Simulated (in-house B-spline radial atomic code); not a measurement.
## Kr III (Kr2+): 2s2 2p6 3s2 3p6 3d10 4s2 4p6 (with a hole in an inner shell)

Computed with a radial B-spline atomic code at the basis-set limit: Dirac-Hartree-Fock, average of configuration, Fermi nucleus of rms radius 4.1884 fm.

Effective charges: Z_r = [3n² - l(l+1)]/(2<r>) from the radius, Z_e = n√(-2ε) from the energy, and Slater's rules. Values are occupation-weighted means over j.

```csv
shell,electrons,ε (eV),<r> (bohr),Z_r,Z_e,Slater
2s,2,-2189.9,0.1761,34.07,25.37,33.55
2p,6,-2004,0.1515,33.00,24.27,33.55
3s,2,-379.76,0.4987,27.07,15.85,26.75
3p,6,-306.14,0.4979,25.10,14.23,26.75
3d,10,-167.87,0.4941,21.25,10.54,16.85
4s,2,-64.606,1.39,17.27,8.72,10.25
4p,6,-43.1,1.558,14.76,7.12,10.25
```

The least bound orbital is 4p3/2 at -42.69 eV, and it is also the most diffuse (<r> = 1.567 bohr).

Spin-orbit splittings of the orbital energies (j = l + 1/2 above j = l - 1/2 when positive): 2p 65.44 eV, 3p 10.47 eV, 3d 1.94 eV, 4p 1.216 eV.
